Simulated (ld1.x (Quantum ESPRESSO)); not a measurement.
## Ta, TM semilocal: configuration errors across variants

- Element: Ta
- Generator: ld1.x (Quantum ESPRESSO) 7.5
- Type: norm-conserving Troullier–Martins (semilocal form)
- Functional: PBE
- Relativity: scalar-relativistic
- Frozen core: [Xe] 4f14
- Valence charge: 5
- Reference configuration: 5d3 6s1 6p0 (charge +1)
- Partial waves: 6s (bound): rc 2.00 bohr; 6p (bound, empty): rc 2.45 bohr; 5d (bound): rc 1.50 bohr
- Local potential: the d channel
- Core correction: Bessel-smoothed model core inside 0.80 bohr

All-electron excitation energies from the reference (eV): (1) 5d3 6s2 6p0 -8.467; (2) 5d3 6s0 6p0 14.972; (3) 5d2 6s0 6p0 38.576; (4) 5d3 6s1 6p1 -4.289; (5) 5d2 6s2 6p1 -5.482; (6) 5d1 6s0 6p0 73.618; (7) 5d4 6s0 6p0 1.434.

A semilocal file is local in each channel, so a ghost entry of none says nothing of the separable form that plane-wave codes build from it.

Tests that are not counted but printed errors over 1 eV. “wave 6s (bound): rc 2.00 bohr becomes 6s (bound): rc 1.70 bohr”: 5d2 6s2 6p1 (solver errors, printed error -30.2 eV). “wave 6p (bound): rc 2.45 bohr becomes 6p (bound): rc 1.96 bohr”: 5d2 6s2 6p1 (solver errors, printed error -2.4 eV).

4 further variants failed, have other tests or another functional or relativity, and are left out.

A true bound ghost makes a file unfit for plane-wave use even where its test errors are small: the radial tests pick states by their node count and pass the ghost by. Where a test does run into it, the solver fails or the error is huge.

Errors AE − PS in meV (a dash: test not solved or not reliable):

```csv
change,(1),(2),(3),(4),(5),(6),(7),bound ghosts
base,+2.9,-15,-200,+2.2,-53,-879,-45,none
core correction Bessel-smoothed model core inside 1.74 bohr,+2.9,-15,-199,+2.2,-52,-878,-45,none
wave 6s (bound): rc 2.00 bohr becomes 6s (bound): rc 1.70 bohr,+21,-43,-247,+1.9,–,-958,-64,s
wave 5d (bound): rc 1.50 bohr becomes 5d (bound): rc 1.32 bohr,+2.9,-15,-199,+2.2,-52,-879,-45,none
wave 6p (bound): rc 2.45 bohr becomes 6p (bound): rc 1.96 bohr,+2.9,-15,-200,+20,–,-879,-45,p
```

(1) Give the same row for: all radii but the core radius scaled by about 1.09 (s 2.18, p 2.68, d 1.64 bohr).

Answers

(1) -0.8, -16, -180, -0.3, -91, -827, -55; bound ghosts: none.
